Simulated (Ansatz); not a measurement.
One change: `N[SiH](F)[Si](N)(Cl)Cl` becomes `N[SiH](O)[Si](N)(Cl)Cl`.

Ansatz, PBE0-D4/def2-TZVP geometries, multiplicity 1. Each molecule was computed in one conformer, which needn't be the lowest.

| property | `N[SiH](F)[Si](N)(Cl)Cl` |
| --- | --- |
| LUMO energy (PBE0/def2-TZVPP) / eV | -0.34 |
| HOMO–LUMO gap (PBE0/def2-TZVPP) / eV | 7.60 |
| LUMO energy (PBE/def2-TZVPP) / eV | -1.17 |
| HOMO energy (PBE0/def2-TZVPP) / eV | -7.94 |
| HOMO–LUMO gap (ωB97M-V/def2-TZVPP) / eV | 11.55 |
| size of the dipole moment (ωB97M-V/def2-TZVPP) / D | 0.90 |

Task: What does the change do to each property? (Estimate.)

Result: The calculation gave: 
```tsv
property	`N[SiH](O)[Si](N)(Cl)Cl`	shift
LUMO energy (PBE0/def2-TZVPP) / eV	-0.11	0.23
HOMO–LUMO gap (PBE0/def2-TZVPP) / eV	7.53	-0.07
LUMO energy (PBE/def2-TZVPP) / eV	-0.93	0.24
HOMO energy (PBE0/def2-TZVPP) / eV	-7.64	0.30
HOMO–LUMO gap (ωB97M-V/def2-TZVPP) / eV	11.32	-0.23
size of the dipole moment (ωB97M-V/def2-TZVPP) / D	3.04	2.14
```

With PBE0 the HOMO rises by 0.30 eV and the LUMO rises by 0.23 eV, so the gap narrows by about 0.07 eV. PBE moves the HOMO by 0.24 eV and ωB97M-V by 0.33 eV. Dipoles are sizes alone; their direction can turn.
